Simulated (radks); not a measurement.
Species: the barium ion Ba2+. Configuration: [Xe].

All-electron calculation, scalar-relativistic Kohn-Sham, revPBE, spin-polarised, spherical densities, point nucleus. Program: a radial shooting solver on a logarithmic mesh with Libxc functionals.

Energy parts (eV):
total: -221371.90
kinetic: 233706.50
electron-nucleus: -534979.54
Hartree: 85274.24
exchange-correlation: -5373.10

Orbitals (lengths in bohr, moments of r in powers of bohr):
| orbital | occ. | eigenvalue (eV) | <r> |
|---|---|---|---|
| 1s | 2 | -37274.14 | 0.02558 |
| 2s | 2 | -5902.099 | 0.1097 |
| 2p | 6 | -5293.199 | 0.09619 |
| 3s | 2 | -1255.747 | 0.2919 |
| 3p | 6 | -1060.588 | 0.2899 |
| 3d | 10 | -777.3934 | 0.2666 |
| 4s | 2 | -256.4140 | 0.6738 |
| 4p | 6 | -193.4776 | 0.7154 |
| 4d | 10 | -102.1182 | 0.8000 |
| 5s | 2 | -45.9359 | 1.633 |
| 5p | 6 | -30.8751 | 1.894 |

The highest occupied level is 5p at -30.875 eV. For comparison, the ionisation energy in NIST's Atomic Spectra Database is 35.844 eV (measured). In exact Kohn-Sham theory the highest level is minus the ionisation energy, but local and semilocal functionals leave it too shallow, through self-interaction and a potential that decays too fast; potentials with the right tail come closer.
